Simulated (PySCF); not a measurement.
C3H6BN3. Atoms are numbered in the order given.

```xyz
13

C      3.5029     0.2983     0.1051
C      2.2999     0.2176     0.2441
C      0.8789     0.1281     0.4767
N      0.0293    -0.0140    -0.4552
B     -1.4110    -0.1352    -0.2180
N     -1.9056    -1.3125     0.4056
N     -2.2491     0.9304    -0.6329
H      4.5652     0.3682    -0.0361
H      0.5960     0.1949     1.5500
H     -2.8888    -1.5483     0.4497
H     -1.2962    -2.0926     0.6117
H     -1.8782     1.7345    -1.1203
H     -3.2559     0.9280    -0.5433
```

The structure is a stationary point at B3LYP-D3(BJ)/def2-SVP. The structure was generated by enumeration; whether it is a known compound was not checked. Other conformers were not sampled.

Method: PySCF with HF/pcSseg-1.

GIAO shieldings, no solvent; atoms listed in one row are averaged. δ = σ(ref) − σ: ¹³C against TMS (σ = 192.6 ppm); ¹⁵N against NH3 (σ = 267.3 ppm); ¹¹B against BF3 (σ = 102.7 ppm); ¹H against TMS (σ = 31.99 ppm), references at their B3LYP-D3(BJ)/def2-TZVP geometries, non-relativistic.

Computed chemical shifts:
| nucleus | atoms | count | δ (ppm) |
|---|---|---|---|
| ¹³C | C3 | 1 | 153.6 |
| ¹³C | C1 | 1 | 90.1 |
| ¹³C | C2 | 1 | 80.2 |
| ¹⁵N | N4 | 1 | 459.5 |
| ¹⁵N | N7 | 1 | 44.9 |
| ¹⁵N | N6 | 1 | 42.5 |
| ¹¹B | B5 | 1 | 17.9 |
| ¹H | H9 | 1 | 7.75 |
| ¹H | H8 | 1 | 3.80 |
| ¹H | H12 | 1 | 2.26 |
| ¹H | H13 | 1 | 2.11 |
| ¹H | H10 | 1 | 1.89 |
| ¹H | H11 | 1 | 1.80 |
